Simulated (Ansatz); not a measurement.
CH10N2Si2, SMILES `N[SiH2]C[SiH2]N`, relaxed with RKS PBE0-D4/def2-TZVP in Ansatz 0.2.0 from a GFN2-xTB geometry. The force threshold is 0.005 eV/Å; the program also tests the step.

Charge 0, multiplicity 1.

Start:

```xyz
15

N     0.937   -2.055   -0.540
Si    1.442   -0.411   -0.640
C     0.680    0.482    0.846
Si   -1.211    0.554    0.920
N    -1.717    1.528   -0.409
H    -0.019   -2.256   -0.297
H     1.261   -2.710   -1.233
H     1.057    0.279   -1.891
H     2.906   -0.459   -0.578
H     1.064    1.500    0.865
H     1.039    0.005    1.756
H    -1.769   -0.815    0.930
H    -1.702    1.253    2.113
H    -2.699    1.705   -0.539
H    -1.269    1.401   -1.302
```

```
        step  energy (eV)  largest force (eV/Å)  largest move (Å)
           1  -19928.0973                 0.847             0.000
           2  -19928.1564                 0.317             0.074
           3  -19928.1644                 0.067             0.031
4 (rejected)  -19928.1042                 0.469             0.111
           5  -19928.1670                 0.058             0.055
           6  -19928.1676                 0.020             0.016
           7  -19928.1677                 0.009             0.011
           8  -19928.1677                 0.010             0.012
           9  -19928.1677                 0.004             0.006
```

End:

```xyz
15

N     0.892   -2.046   -0.540
Si    1.396   -0.405   -0.608
C     0.693    0.484    0.874
Si   -1.170    0.563    0.893
N    -1.683    1.493   -0.458
H    -0.072   -2.264   -0.342
H     1.299   -2.731   -1.156
H     0.958    0.340   -1.834
H     2.884   -0.402   -0.632
H     1.079    1.508    0.896
H     1.041   -0.030    1.776
H    -1.684   -0.846    0.922
H    -1.709    1.225    2.112
H    -2.641    1.794   -0.536
H    -1.283    1.316   -1.366
```

Hardware: 2 threads of an AMD EPYC 7R13 on a shared host and a share of an NVIDIA H100 80 GB. Wall time 15 s, peak host memory 0.89 GiB.
